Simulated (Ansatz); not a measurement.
```yaml
crystal:
  periodic: [false, false, false]
  atoms:
    - {symbol: Pd, position_ang: [-1.225452, -0.900419, 0.533593]}
    - {symbol: Pd, position_ang: [-0.230119, 1.428382, -0.709894]}
    - {symbol: Cu, position_ang: [1.455571, -0.527963, 0.176301]}
basis:
  gaussian: {orbitals: STO-3G}
magnetization: {spin_polarized: true, initial_magnetization: 1}
hamiltonian: {xc: {name: r2SCAN0}}
scf: {lower_state_search: off}
output: {forces: true}
```

```sh
$ ansatz run in.yaml --threads 2 --pin off --events-out ev --progress --plain --max-ram 4352MiB
```

Output, abridged:

```
Functional definition: r2SCAN0
816 factors; integrals over basis functions are off by at most 9.5e-4 eV
mean field evaluation 1: about -309477.0721 eV, gradient 2.1e2 eV
mean field evaluation 2: about -309520.9291 eV, gradient 1.3e2 eV
mean field evaluation 4: about -310230.0235 eV, gradient 6.2e1 eV
mean field evaluation 8: about -310230.0231 eV, gradient 6.2e1 eV
mean field evaluation 16: about -310332.0507 eV, gradient 7.5e0 eV
mean field evaluation 32: about -310337.8566 eV, gradient 7.2e-2 eV
mean field -310337.85690776 eV, -11404.7058868056 hartree, gradient 8.2e-6 eV, S^2 4.298290; 0 other end points of the search recorded, 0 dependent functions left out
reference -310337.85691469 eV, -11404.7058870603 hartree; 61, 60 occupied and 11, 12 virtual orbitals, 816 factors
Total energy: -310337.85691469 eV, -11404.7058870603 hartree
Atom 0 at    -1.225452    -0.900419     0.533593 Å, force     3.993197     2.586508    -1.562492 eV/Å
Atom 1 at    -0.230119     1.428382    -0.709894 Å, force     0.998679    -4.390445     2.163712 eV/Å
Atom 2 at     1.455571    -0.527963     0.176301 Å, force    -4.991876     1.803937    -0.601221 eV/Å
Dipole moment:    -0.810906     0.255865    -0.078813 e Å
Checks for a lower state left out: stability, starts, cluster_reference, orbital_swaps, neighbouring_geometries, increment
```

It took 36 s on 2 threads of Arm Neoverse V1 on a shared host.

The charge 0 doublet is spin-contaminated (final ⟨S²⟩ up to 4.30, 0.75 for a pure state).
